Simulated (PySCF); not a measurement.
Al(H)2(NEtMe) (C₃H₁₀AlN), SMILES CC[N](C)[AlH2].

Geometry: PBE-D3(BJ)/def2-SVP. The values are those of a single conformer.

All values below come from PBE-D3(BJ)/def2-SVP (PySCF).

Frequencies are harmonic and unscaled.

Task: Give all harmonic wavenumbers and intensities. (An estimate is asked for; the answer gives what the named calculation found.)

Result: 
```tsv
mode	ν (cm⁻¹)	IR (km/mol)	moving atoms (share of kinetic energy)
1	80	0.1	H 41 %, C 40 %, Al 13 %
2	183	1.3	H 62 %, C 17 %, N 13 %, Al 9 %
3	201	1.0	H 61 %, N 16 %, C 15 %
4	221	0.8	H 74 %, C 14 %, N 10 %
5	254	0.3	H 69 %, C 27 %
6	276	0.7	H 83 %, C 14 %
7	356	0.7	H 43 %, C 33 %, Al 19 %
8	432	4.7	N 36 %, H 29 %, C 26 %, Al 9 %
9	524	66.5	H 78 %, Al 14 %
10	546	139.2	H 86 %, Al 12 %
11	630	0.9	C 37 %, H 33 %, Al 19 %, N 11 %
12	740	215.4	H 89 %, Al 10 %
13	776	1.0	H 88 %, C 12 %
14	896	18.6	H 46 %, C 33 %, N 18 %
15	1016	64.9	C 43 %, H 40 %, N 15 %
16	1048	3.3	C 55 %, H 43 %
17	1066	1.8	H 67 %, C 32 %
18	1100	1.1	H 69 %, C 23 %, N 8 %
19	1185	74.6	N 47 %, C 36 %, H 16 %
20	1205	22.0	H 48 %, N 26 %, C 25 %
21	1298	13.8	H 76 %, N 13 %, C 11 %
22	1322	8.0	H 77 %, C 17 %
23	1345	25.7	H 73 %, C 25 %
24	1387	15.4	H 86 %, C 14 %
25	1400	9.4	H 97 %
26	1405	3.4	H 94 %
27	1415	3.7	H 96 %
28	1430	2.7	H 93 %
29	1441	12.2	H 96 %
30	1879	86.7	H 98 %
31	1892	218.5	H 95 %
32	2901	52.6	H 94 %
33	2904	111.2	H 96 %
34	2962	22.8	H 91 %, C 9 %
35	2971	32.4	H 97 %
36	2994	11.2	H 91 %, C 9 %
37	3042	13.2	H 91 %, C 9 %
38	3062	23.2	H 91 %, C 9 %
39	3063	22.4	H 91 %, C 9 %
```
